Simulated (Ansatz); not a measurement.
Ideal-gas functions of FH₃INSSi, SMILES `N[Si](F)(S)I` at 800 K and 1 bar, from an Ansatz frequency run at PBE0-D4/def2-TZVP.

Molar mass 223.09 g/mol, point group C1 (symmetry number 1), electronic degeneracy 1, moments of inertia 197.49, 544.005, 617.055 u Å². Harmonic wavenumbers (cm⁻¹, unscaled): 125, 155, 203, 214, 218, 260, 322, 386, 417, 543, 764, 816, 897, 950, 1574, 2721, 3607, 3705.

Use S(trans) = R[1.5 ln M + 2.5 ln T − 1.1517]; rotational temperatures θ = 24.2544 K / I; S(rot) = R[ln(√π/σ · √(T³/θAθBθC)) + 1.5]; for each mode x = 1.438777 ν̃/T, S = R[x/(eˣ − 1) − ln(1 − e⁻ˣ)] and H = RT x/(eˣ − 1); 1 cm⁻¹ = 0.0119627 kJ/mol; R = 8.31446 J/(mol·K).

Question: By hand: the entropy, in J/(mol·K).

Answer: Translation 196.8. Rotation: θ = 0.1228, 0.0446, 0.0393 K, giving 135.7. Vibration, mode by mode: 20.74, 18.96, 16.74, 16.30, 16.15, 14.71, 12.97, 11.51, 10.90, 8.83, 6.30, 5.83, 5.18, 4.80, 1.98, 0.37, 0.09, 0.08, in all 172.5. Electronic 0.0. Sum 505.0 J/(mol·K).

Question: By hand: H − E and G − E in kJ/mol, counted from the electronic energy.

Answer: Zero-point energy ½ × 17877 × 0.0119627 = 106.9; thermal vibration 64.0; translation, rotation and pV give 4 RT = 26.6. H − E = 197.5 kJ/mol, and G − E = 197.5 − 800 × 505.0/1000 = -206.5 kJ/mol.

Vibration gives 34 % of the entropy, 20.7 J/(mol·K) of it from the mode under 150 cm⁻¹: soft modes count most, and the harmonic formula is weakest for them. The sum counts one conformer and one mirror image; others add a mixing term.
